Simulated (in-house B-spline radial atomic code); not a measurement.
Sr²⁺. Computed with a B-spline radial atomic code. Model: non-relativistic spherical atom: semilocal Troullier-Martins pseudo-atom, one channel per l, against all electrons, high spin, G0W0 and RPA with empty states to l = 8, local potential for every l without a channel, a model core (radius 0 = none) keeps its share of the functional.

Without relativity these are model numbers for so heavy an element.

What the tables leave out is listed at the end.

The pseudopotential gives back the lowest level of each angular momentum of its own functional in the configuration it was made in; a second state of the same l is only approximately right. Exact exchange, RPA and GW see the smooth pseudo-orbitals and miss the exchange with the core, for which the functional's share stands in. The column with an uncorrelated core keeps all orbitals and exact exchange, and so separates missing core correlation from pseudisation. Only the three outermost levels and the lowest empty one were computed. RPA here is direct RPA, with no exchange kernel, and its energies carry an (l + 1/2)⁻⁴ tail. A hybrid on a potential with a model core restores only its own semilocal share of the core's exchange.

Command:
```bash
python run_psgw.py task.json out
```
Settings (lengths in bohr, energies in hartree):
```
Z                      38
electrons              36
configuration          [Ar] 3d10 4s2 4p6
generated_in           [Ar] 3d10 4s2 4p6
functional             pbe,pbe
core_shells            7
radius_factor          1.15
core_correction        True
```

Time taken, with all properties: 23 s on 1 thread of Arm Neoverse N1, on a shared host.

Given: made with PBE; model core radius 0.983 bohr; local radius 1.81 bohr; mean-field start PBE.

Valence shells of the generating configuration: 4p.

Channel: s 3.4, p 1.53, d 2.15 (radii in bohr).

Computed: largest level miss in the spin-unpolarised generating configuration 0.001 eV; valence RPA correlation energy all-electron orbitals -0.27233 hartree; valence RPA correlation energy pseudo -0.39538 hartree; pseudo-atom RPA polarisability 5.7602 bohr³.

| level | occupied | mean-field all-electron (eV) | mean-field pseudo minus all (eV) | G0W0 all-electron (eV) | G0W0 uncorrelated core minus all (eV) | G0W0 pseudo minus all (eV) | exchange self-energy all-electron (eV) | exchange self-energy pseudo (eV) |
| --- | --- | --- | --- | --- | --- | --- | --- | --- |
| 4p | 1 | -36.453 | 0.001 | -43.11 | -0.356 | 1.098 | -27.536 | -19.138 |
| 4d (empty) | 0 | -13.558 | 0 | -9.4957 | 0.253 | 0.319 | -6.3896 | -3.8775 |

Problem. What is the all-electron RPA polarisability, core included?

Solution. 5.4537 bohr³.

Given: mean-field start PBE0.

Computed: valence RPA correlation energy pseudo -0.37349 hartree; all-electron RPA polarisability, core included 5.0125 bohr³; pseudo-atom RPA polarisability 5.6361 bohr³.

```tsv
level	occupied	mean-field all-electron (eV)	mean-field pseudo minus all (eV)	G0W0 all-electron (eV)	G0W0 uncorrelated core minus all (eV)	G0W0 pseudo minus all (eV)	exchange self-energy all-electron (eV)	exchange self-energy pseudo (eV)
4p	1	-38.391	0.937	-43.257	-0.296	1.521	-27.465	-18.962
5s (empty)	0	-12.546	-0.294	-10.838	0.076	-0.536	-1.8664	-1.7239
```

Problem. What is the valence RPA correlation energy all-electron orbitals?

Solution. -0.25355 hartree.

Among the listed levels the largest G0W0 shift of the pseudo-atom is +1.52 eV, for 4p on the PBE0 start, while leaving the core uncorrelated moves that level by -0.30 eV. So pseudisation and the lost core exchange, not the missing core correlation, make the error. Not in the tables (levels of low weight, unsolved or above zero; the highest and the empty levels are kept at any weight): no Hartree-Fock pseudo-atom is run with a model core.
